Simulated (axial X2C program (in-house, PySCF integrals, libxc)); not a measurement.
# What spin–orbit coupling does to ZrF⁺

Calculated with an axial X2C code built on PySCF integrals. Spin-free means the one-electron spin-free X2C Hamiltonian; two-component (2c) means X2C with spin–orbit coupling and atomic mean-field two-electron Coulomb and Gaunt terms, so the difference of the two also holds small scalar two-electron terms. Basis: Zr dyall-cv3z [11s12p9d6f3g], F dyall-av3z [7s6p3d2f] (cores contracted in-house); Gaussian nuclei, density fitting, unrestricted open shells. Masses: Zr 89.905 u, F 18.998 u.

Spin-free state: M_S = 1, Λ = 2 (beyond evenly filled blocks: σα, δ+α); fragments Zr+ + F.

| level | Re (Å) | ωe (cm⁻¹) | De (eV) | μ (D) |
| --- | --- | --- | --- | --- |
| PBE0 | 1.814 | 751.6 | 6.102 | -4.59 |
| HF | 1.832 | 739.8 | 3.890 | -5.47 |
| MP2 | 1.838 | 732.9 | 6.367 | n/a |
| CCSD | 1.836 | 735.1 | 5.866 | n/a |
| CCSD(T) | 1.839 | 732.7 | 6.070 | n/a |
| PBE | 1.825 | 734.9 | 6.573 | -4.19 |

Correlated methods: 10 electrons correlated (number of frozen shells: Zr 4 s, 3 p, 1 d; F 1 s), 308 virtual spin orbitals or spinors in MP2, 90 natural virtuals in coupled cluster.

Dipoles are positive if F is the positive end and refer to the centre of mass.

Two-component determinant lowest at the distance of the search:

Ω = 1 (⟨Sz⟩ = -1.00, ⟨Lz⟩ = 2.00 at HF); fragments Zr+ + F.

```csv
level,Re (Å),ωe (cm⁻¹),μ (D)
PBE0,1.815,751.1,-4.59
HF,1.832,738.6,-5.47
MP2,1.838,731.8,n/a
CCSD,1.837,734.0,n/a
CCSD(T),1.839,731.8,n/a
PBE,1.825,734.5,-4.19
```

(1) From the two tables, how do the constants change at the CCSD(T) level (2c against spin-free)?

The state is one determinant whose occupation by symmetry is held fixed; it was picked as the lowest of a PBE0 search that is not exhaustive. Dissociation energies refer to the lowest single-determinant-based atoms at the same level and basis. De is not given where an atomic determinant may have missed its ground term or J level, or where the truncated virtual space spoils (T). Density functionals use the spin component along the axis (collinear). Coupled cluster ran in a truncated set of natural virtual spinors; the MP2 energy of the rest was added. (T) has no such correction and the atoms are truncated less, which lowers De at CCSD(T) by a hundredth of an eV or more. Other states lie close and PBE0, whose exact exchange favours high spin, may order them wrongly; the determinant shown need not be the ground state. The nearest other spin-free determinant of the search, M_S = 1, Λ = 0, lies 0.02 eV up at the distance of the search. The functionals have no current-density term, which raises determinants with orbital currents, atoms included. With several unpaired electrons one determinant need not be a pure state. The outer-core s and p shells of the metal are frozen in the correlated rows, which leaves out core–valence correlation; for alkali and alkaline-earth bonds that tends to lengthen them. At some level and bond length an empty orbital lies below a filled one. With the outer-core shells frozen, correlated bond lengths of heavy atoms tend to come out a few hundredths of an ångström too long.

Results:

(1) At the CCSD(T) level Re is unchanged within 0.001 Å and ωe decreases by 0.9 cm⁻¹.
